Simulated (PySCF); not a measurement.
C7H10O.
Atom-mapped SMILES: `[CH:1]#[C:2][C:3](=[CH2:4])[O:5][CH:6]([CH3:7])[CH3:8]` (hydrogens: H9 on C1; H10, H11 on C4; H12 on C6; H13, H14, H15 on C7; H16, H17, H18 on C8)

Computed, not measured: BHandHLYP/def2-SV(P) geometry optimisation, gas phase in PySCF.

(1) What internal coordinates does the optimisation give?

Results:

(1) 
```csv
bond,length (Å)
C1≡C2,1.200
C2–C3,1.439
C3=C4,1.337
C3–O5,1.343
O5–C6,1.417
"C6–C7, C6–C8",1.517
C1–H9,1.068
C4–H10,1.084
C4–H11,1.084
C6–H12,1.097
C7–H13 and 5 like bonds,1.095
```

Bonds in one row agree within 0.01 Å and their mean is given. A selection of angles:
```csv
angle,degrees
C1–C2–C3,180.0
C2–C3–C4,121.0
C2–C3–O5,111.5
C4–C3–O5,127.5
C3–O5–C6,121.1
O5–C6–C7,106.2
O5–C6–C8,110.6
C7–C6–C8,112.6
```

Torsions: C2–C3–O5–C6 -179° (antiperiplanar); C3–O5–C6–C7 156° (antiperiplanar). The mirror-image conformer, all signs reversed, is as good.

The 5 C–C bonds span 1.200 Å (C1≡C2, drawn triple) to 1.519 Å (C6–C8, drawn single), a spread of 0.319 Å. The 2 C–O bonds span 1.343 Å (C3–O5, drawn single) to 1.417 Å (O5–C6, drawn single), a spread of 0.074 Å. O5 (ether oxygen) is bent (angle 121.1°). Of the pairs four or more bonds apart, H11···H12 is among the closest relative to their van der Waals radii: 2.14 Å, 89 % of the sum of Bondi's values.

Point group: C1 (no symmetry element, even within 0.4 Å). Whether it is a minimum is left open (no frequencies). One conformer, not necessarily the lowest.
